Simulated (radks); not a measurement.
Problem. The mean radii <r> (bohr) of the occupied orbitals of an atom or ion are listed with their occupations. Calculated with a radial shooting solver on a logarithmic mesh with Libxc functionals: scalar-relativistic Kohn-Sham, LB94 model potential, spin-unpolarised, spherical densities, finite nucleus; Fermi nuclear charge, rms radius of each element as measured or else 0.836 A^(1/3) + 0.57 fm.

orbital  occ.      <r>
1s          2  0.04266
2s          2   0.1889
2p          6   0.1647
3s          2   0.5512
3p          6   0.5620
3d         10   0.5753

Name the element and its charge.

Solution. Z = 35, bromine, charge +7: Br7+ in [Ar] 3d10. The 1s radius gives Z: for a bare nucleus <r> = (2 gamma + 1)/(2Z) with gamma = sqrt(1 - (Z/c)^2), 0.04191 bohr for Z = 35, and screening makes it slightly larger (0.04266 here). The occupations add up to 28, and the charge is Z minus that.
